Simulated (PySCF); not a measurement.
F4Ti, charge +1, doublet, at a GFN2-xTB geometry (such geometries of metal compounds can be far from the true shape) (the multiplicity is a formal guess); PBE/def2-SVP run with PySCF.

PySCF was given this input:
```python
from pyscf import gto, scf, dft

mol = gto.M(
    atom='''
Ti    0.00000000    0.00000000    0.00000000
F     1.11216813    0.79984052   -1.03505710
F     0.85175917   -1.07124651    1.03679470
F    -1.12295623   -0.89058404   -0.94542868
F    -0.84097107    1.16199002    0.94369108
''',
    basis='def2-svp',
    charge=1,
    spin=1,
    verbose=4,
)

mf = dft.UKS(mol)
mf.xc = 'pbe'
mf.kernel()
```

What the program printed (banner, timings and long lists left out):

```
PySCF version 2.14.0

[INPUT] verbose = 4
[INPUT] num. atoms = 5
[INPUT] num. electrons = 57
[INPUT] charge = 1
[INPUT] spin (= nelec alpha-beta = 2S) = 1
[INPUT] symmetry False subgroup None
[INPUT] Mole.unit = angstrom
[INPUT] Symbol           X                Y                Z      unit          X                Y                Z       unit  Magmom
[INPUT]  1 Ti     0.000000000000   0.000000000000   0.000000000000 AA    0.000000000000   0.000000000000   0.000000000000 Bohr   0.0
[INPUT]  2 F      1.112168130000   0.799840520000  -1.035057100000 AA    2.101693170170   1.511479526130  -1.955974442287 Bohr   0.0
[INPUT]  3 F      0.851759170000  -1.071246510000   1.036794700000 AA    1.609591555387  -2.024362515796   1.959258030401 Bohr   0.0
[INPUT]  4 F     -1.122956230000  -0.890584040000  -0.945428680000 AA   -2.122079724574  -1.682959926509  -1.786601275509 Bohr   0.0
[INPUT]  5 F     -0.840971070000   1.161990020000   0.943691080000 AA   -1.589205000982   2.195842897278   1.783317687395 Bohr   0.0

nuclear repulsion = 335.822065314622
number of shells = 35
number of NR pGTOs = 169
number of NR cGTOs = 87
basis = def2-svp
ecp = {}

******** <class 'pyscf.dft.uks.UKS'> ********
method = UKS
initial guess = minao
damping factor = 0
level_shift factor = 0
DIIS = <class 'pyscf.scf.diis.CDIIS'>
diis_start_cycle = 1
diis_space = 8
diis_damp = 0
SCF conv_tol = 1e-09
SCF conv_tol_grad = None
SCF max_cycles = 50
direct_scf = True
direct_scf_tol = 1e-13
number electrons alpha = 29  beta = 28
XC library pyscf.dft.libxc version 7.1.2
    S. Lehtola, C. Steigemann, M. J. T. Oliveira, and M. A. L. Marques,  SoftwareX 7, 1–5 (2018)
XC functionals = pbe
    J. P. Perdew, K. Burke, and M. Ernzerhof,  Phys. Rev. Lett. 77, 3865 (1996)
    J. P. Perdew, K. Burke, and M. Ernzerhof,  Phys. Rev. Lett. 78, 1396 (1997)
    J. P. Perdew, K. Burke, and M. Ernzerhof,  Phys. Rev. Lett. 77, 3865 (1996)
    J. P. Perdew, K. Burke, and M. Ernzerhof,  Phys. Rev. Lett. 78, 1396 (1997)
radial grids:
    Treutler-Ahlrichs [JCP 102, 346 (1995); DOI:10.1063/1.469408] (M4) radial grids

becke partition: Becke, JCP 88, 2547 (1988); DOI:10.1063/1.454033
pruning grids: <function nwchem_prune>
grids dens level: 3
symmetrized grids: False
atomic radii adjust function: <function treutler_atomic_radii_adjust>
small_rho_cutoff = 0
Set gradient conv threshold to 3.16228e-05
tot grids = 77952
init E= -1248.03815663236

cycle= 1 E= -1247.38317521527  delta_E= 0.655  |g|= 0.735  |ddm|= 2.05
cycle= 2 E= -1228.09243682132  delta_E= 19.3  |g|=  6.8  |ddm|= 3.24
cycle= 3 E= -1246.61395755799  delta_E= -18.5  |g|= 1.75  |ddm|= 2.84
cycle= 4 E= -1247.00862570195  delta_E= -0.395  |g|= 1.25  |ddm|=  1.3
cycle= 5 E= -1247.41507335551  delta_E= -0.406  |g|= 0.692  |ddm|= 0.539

cycle= 6 E= -1247.3790001142  delta_E= 0.0361  |g|= 0.731  |ddm|= 0.663
cycle= 7 E= -1247.53215910536  delta_E= -0.153  |g|= 0.437  |ddm|= 0.982
cycle= 8 E= -1247.54310552576  delta_E= -0.0109  |g|= 0.404  |ddm|= 0.98

cycle= 9 E= -1247.59616736891  delta_E= -0.0531  |g|= 0.246  |ddm|=  0.6
cycle= 10 E= -1247.5213778987  delta_E= 0.0748  |g|= 0.454  |ddm|= 0.941
cycle= 11 E= -1247.55342018569  delta_E= -0.032  |g|= 0.377  |ddm|= 0.114
cycle= 12 E= -1247.55076783495  delta_E= 0.00265  |g|= 0.384  |ddm|= 0.0232

cycle= 13 E= -1247.5968778972  delta_E= -0.0461  |g|= 0.248  |ddm|= 0.511
cycle= 14 E= -1247.6035789197  delta_E= -0.0067  |g|= 0.216  |ddm|= 0.199
cycle= 15 E= -1247.6051024095  delta_E= -0.00152  |g|= 0.207  |ddm|= 0.281
cycle= 16 E= -1247.60485470872  delta_E= 0.000248  |g|= 0.21  |ddm|= 0.245
cycle= 17 E= -1247.60260109633  delta_E= 0.00225  |g|= 0.222  |ddm|= 0.492
cycle= 18 E= -1247.57829162406  delta_E= 0.0243  |g|= 0.31  |ddm|= 0.704
cycle= 19 E= -1247.62139294647  delta_E= -0.0431  |g|= 0.11  |ddm|= 0.416
cycle= 20 E= -1247.62671724063  delta_E= -0.00532  |g|= 0.0413  |ddm|= 0.209
cycle= 21 E= -1247.62720856615  delta_E= -0.000491  |g|= 0.0273  |ddm|= 0.0801
cycle= 22 E= -1247.62714241213  delta_E= 6.62e-05  |g|= 0.0296  |ddm|= 0.0118
cycle= 23 E= -1247.62706791533  delta_E= 7.45e-05  |g|= 0.0319  |ddm|= 0.00631
cycle= 24 E= -1247.62692628067  delta_E= 0.000142  |g|= 0.036  |ddm|= 0.0108
cycle= 25 E= -1247.62718936803  delta_E= -0.000263  |g|= 0.0277  |ddm|= 0.0161
cycle= 26 E= -1247.62752810207  delta_E= -0.000339  |g|= 0.00973  |ddm|= 0.0352
cycle= 27 E= -1247.62752502728  delta_E= 3.07e-06  |g|= 0.0103  |ddm|= 0.0304
cycle= 28 E= -1247.62756539419  delta_E= -4.04e-05  |g|= 0.00498  |ddm|= 0.00883
cycle= 29 E= -1247.62757654024  delta_E= -1.11e-05  |g|= 0.00158  |ddm|= 0.00512
cycle= 30 E= -1247.62757750508  delta_E= -9.65e-07  |g|= 0.00076  |ddm|= 0.00209
cycle= 31 E= -1247.62757773688  delta_E= -2.32e-07  |g|= 0.000334  |ddm|= 0.000662
cycle= 32 E= -1247.62757776448  delta_E= -2.76e-08  |g|= 0.000239  |ddm|= 0.000372
cycle= 33 E= -1247.62757776724  delta_E= -2.76e-09  |g|= 0.000227  |ddm|= 0.000129
cycle= 34 E= -1247.62757777829  delta_E= -1.1e-08  |g|= 0.000172  |ddm|= 8.06e-05
cycle= 35 E= -1247.62757778127  delta_E= -2.98e-09  |g|= 0.000153  |ddm|= 0.000119
cycle= 36 E= -1247.62757778873  delta_E= -7.46e-09  |g|= 9.15e-05  |ddm|= 0.000268
cycle= 37 E= -1247.62757779169  delta_E= -2.96e-09  |g|= 4.99e-05  |ddm|= 0.000198
cycle= 38 E= -1247.6275777929  delta_E= -1.21e-09  |g|= 8.36e-06  |ddm|= 5.92e-05
cycle= 39 E= -1247.62757779291  delta_E= -1.11e-11  |g|= 5.39e-06  |ddm|= 4.62e-06
Extra cycle  E= -1247.62757775038  delta_E= 4.25e-08  |g|= 0.000293  |ddm|= 0.000498
SCF not converged.
SCF energy = -1247.62757775038 after 50 cycles  <S^2> = 0.75521206  2S+1 = 2.0052053
```

Convergence was not reached.
